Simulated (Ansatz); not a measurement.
This geometry of C2H7F2NOSi (14 atoms, charge 0, multiplicity 1) is a first-order saddle point.

These are results of RKS PBE-D4/def2-SVP in Ansatz 0.2.0, not measurements.

```xyz
14
Properties=species:S:1:pos:R:3
N 0.177 -0.380 2.547
Si 0.764 -0.532 0.916
C -0.335 0.335 -0.426
O -1.620 -0.173 -0.263
F -0.320 1.711 -0.107
C 0.172 0.204 -1.894
F 0.451 1.420 -2.469
H -0.743 -0.791 2.740
H 0.217 0.558 2.955
H 2.116 0.118 0.832
H 0.840 -1.990 0.551
H -2.207 0.239 -0.932
H 1.090 -0.428 -1.933
H -0.615 -0.319 -2.488
```

Problem. Which two structures does it join? (They come from a converged band through this point; their orientation in space is the band's.)

Solution. No bond is made or broken. The dihedral O4–C3–C6–H13 goes from 162 to -49°.

First end point:

```xyz
14
Properties=species:S:1:pos:R:3
N -0.030 -0.584 2.506
Si 0.577 -0.821 0.893
C -0.184 0.421 -0.388
O -1.561 0.273 -0.344
F 0.174 1.714 0.108
C 0.318 0.343 -1.823
F -0.554 1.061 -2.649
H -1.034 -0.746 2.636
H 0.222 0.303 2.952
H 2.062 -0.591 0.901
H 0.245 -2.217 0.443
H -1.913 0.751 -1.128
H 1.335 0.777 -1.908
H 0.330 -0.714 -2.171
```

Last end point:

```xyz
14
Properties=species:S:1:pos:R:3
N 0.110 -0.478 2.490
Si 0.767 -0.589 0.880
C -0.280 0.407 -0.425
O -1.620 0.107 -0.198
F -0.052 1.780 -0.150
C 0.098 0.174 -1.881
F 1.470 0.247 -2.050
H -0.869 -0.759 2.606
H 0.264 0.409 2.977
H 2.151 -0.018 0.907
H 0.759 -2.025 0.433
H -2.163 0.600 -0.849
H -0.257 -0.834 -2.190
H -0.390 0.950 -2.520
```

Problem. How far does it lie above each of them?

Solution. 0.34 eV above the first and 0.26 eV above the second. This is the barrier of this one path; another mechanism may lie lower.

Run time: 79 s on 2 threads of Intel(R) Xeon(R) Platinum 8375C CPU @ 2.90GHz (Ice Lake) (shared host), peak memory 0.21 GiB.
